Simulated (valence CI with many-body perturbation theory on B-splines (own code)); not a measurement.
# Basis-set convergence for Si X

Computed by configuration interaction combined with many-body perturbation theory (CI+MBPT): three valence electrons over a frozen Dirac-Fock core [He], a basis of 9 s, 9 p, 8 d, 6 f, 3 g, 1 h functions for each j, with the one-electron correlation potential Σ1, the two-electron term Σ2, the three-electron term Σ3, Breit, model QED; selected CI, second order for the rest, scaled by the run's own slope (own B-spline code, finite nucleus).

No measured spectrum was set against this ion. As an estimate, levels of excited configurations hold to 0.05 to 0.15 % of their energy, terms of the ground configuration to about 0.5 %.

The reference run has the lowest level 2s2.2p 2P°_1/2 and an ionisation energy of 401.331 eV. Its largest variational space holds 10330 state functions.

Changed runs:
A. basis 6 s, 6 p, 5 d, 3 f, 1 g
B. basis 5 s, 5 p, 4 d, 2 f

Excitation energies of the reference run in cm⁻¹, and shifts in cm⁻¹:

| Level | Reference | A | B |
| --- | --- | --- | --- |
| 2s2.2p 2P°_3/2 | 6987 | -0.7 | -1.3 |
| 2s.2p2 4P_1/2 | 160825 | -128 | -373 |
| 2s.2p2 4P_3/2 | 163301 | -129 | -374 |
| 2s.2p2 4P_5/2 | 166864 | -128 | -373 |
| 2s.2p2 2D_3/2 | 287967 | +120 | +360 |
| 2s.2p2 2D_5/2 | 287987 | +120 | +360 |
| 2s.2p2 2S_1/2 | 367958 | +236 | +671 |
| 2s.2p2 2P_1/2 | 390316 | +150 | +488 |
| 2s.2p2 2P_3/2 | 394287 | +148 | +482 |
| 2p3 4S°_3/2 | 509227 | -111 | -330 |
| 2p3 2D°_3/2 | 575540 | +109 | +312 |
| 2p3 2D°_5/2 | 575561 | +111 | +313 |
| Ionisation energy (eV) | 401.331 | -0.016 | -0.051 |
